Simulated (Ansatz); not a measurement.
Reaction (ligand exchange at the Si–C bond): `CC(C)[SiH2]O` + `N[SiH](O)F` → `O[SiH2]N[SiH](O)F` + `CCC`

Calculated with Ansatz (gas phase, PBE0-D4/def2-TZVP geometries, no zero-point term in ΔE). CBS: MP2 limit from def2 TZ/QZ plus the TZ coupled-cluster correction, frozen cores. This one scheme is used for every species. DFT in def2-TZVPP. B3LYP here is the variant with VWN-RPA as its local correlation; programs differ in this. One conformer a species, not always the lowest.

```
          level  ΔE (kJ/mol)
        PBE0-D4        -79.7
       B3LYP-D4        -85.1
        ωB97M-V        -82.5
         B2PLYP        -87.9
            PBE        -78.5
  HF/def2-TZVPP        -99.9
CCSD/def2-TZVPP        -86.2
  MP2/CBS(def2)        -83.5
```

Task: What does CCSD(T)/CBS give? (Best estimate.)

Result: The calculation gave: -83.6 kJ/mol. The listed levels differ from it by 3.9, -1.5, 1.1, -4.3, 5.1, -16.3, -2.6, 0.1 kJ/mol.

Largest T1 diagnostic among the species: 0.011.

The D4 term adds +3.6 kJ/mol with B3LYP and +1.9 kJ/mol with PBE0; it sums over pairs of atoms, weighted by their polarisabilities, and B3LYP, whose exchange is more repulsive, gets the larger term. From PBE to PBE0 (25 % exact exchange), in def2-TZVPP and without D4, ΔE moves by −3.1 kJ/mol.

CCSD(T)/CBS has its own doubt, a few kJ/mol and more with outer-core shells, so smaller differences from it don't rank the levels.
